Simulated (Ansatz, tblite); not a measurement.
Two members of one family (Same ligands, another metal), computed with Ansatz in the gas phase. The two geometries come from different levels. HOMO and LUMO are taken over both spins. Singlets are spin-restricted. The spins of the ions were chosen, not always searched. Names give formal oxidation states. A dash marks a value that wasn't run or was left out as unsound. The structures are stationary points that may keep the symmetry of their start. Remarks come from the PBE and PBE0 runs and from stability tests at other levels; not every state was tested. A HOMO above zero means that the electron is unbound at that level and held by the basis, or that self-interaction error raises the level; the energy of removing that electron tells which.

First: NiBr2(PH3)2 (singlet, charge 0, PBE-D4/def2-SVP geometry).

Cartesian coordinates in Å:
```
Ni -0.048 -0.073 -0.053
Br 1.587 -1.525 -0.788
Br -1.593 1.458 0.748
P -0.285 -1.165 1.798
H -1.605 -1.467 2.257
H 0.195 -0.506 2.975
H 0.344 -2.438 1.977
P 0.247 1.126 -1.830
H 0.615 0.505 -3.064
H 1.322 2.067 -1.742
H -0.778 2.018 -2.278
```

```
               level  HOMO (eV)  LUMO (eV)  gap (eV)  vertical EA (eV)
     PBE-D4/def2-SVP      -4.62      -3.31      1.31                 –
    PBE-D4/def2-TZVP      -5.15      -3.66      1.49                 –
   PBE-D4/def2-TZVPD      -5.21      -3.73      1.49              1.48
r2SCAN-D4/def2-TZVPD      -5.49      -3.63      1.86              1.52
      B3LYP-D4/6-31G      -6.20      -2.20      4.00                 –
```

Metal–donor distances: 2 × Br 2.31 to 2.32 Å, 2 × P 2.16 Å. The relaxed triplet lies at 0.33 eV (PBE0-D4/def2-TZVP) to 0.82 eV (PBE-D4/def2-TZVP) from the singlet. Remarks: HOMO above zero (-1 doublet).

Second: VBr2(PH3)2 (quartet, charge 0, r2SCAN-D4/def2-SVP geometry; reduced ion quintet).

```xyz
11

V     0.217    0.851    0.997
Br   -1.602    2.117   -0.079
Br    1.647    0.833    2.922
P     1.225    0.635   -1.234
H     2.386   -0.135   -1.532
H     1.643    1.849   -1.841
H     0.402    0.166   -2.294
P    -1.147   -1.174    0.803
H    -1.738   -1.478   -0.453
H    -2.336   -1.180    1.579
H    -0.697   -2.484    1.133
```

Q: Estimate the same table for the second.

A: 
| level | HOMO (eV) | LUMO (eV) | gap (eV) | vertical EA (eV) |
| --- | --- | --- | --- | --- |
| PBE-D4/def2-SVP | -3.95 | -2.98 | 0.98 | – |
| PBE-D4/def2-TZVP | -4.27 | -3.32 | 0.95 | – |
| PBE-D4/def2-TZVPD | -4.32 | -3.37 | 0.95 | 1.00 |
| r2SCAN-D4/def2-TZVPD | -4.72 | -3.01 | 1.71 | 0.86 |
| B3LYP-D4/6-31G | -5.33 | -1.77 | 3.56 | – |

Metal–donor distances: 2 × Br 2.40 to 2.46 Å, 2 × P 2.45 to 2.46 Å. Remarks: spin-contaminated (⟨S²⟩ up to 1.52) (doublet), HOMO above zero (-1 quintet).
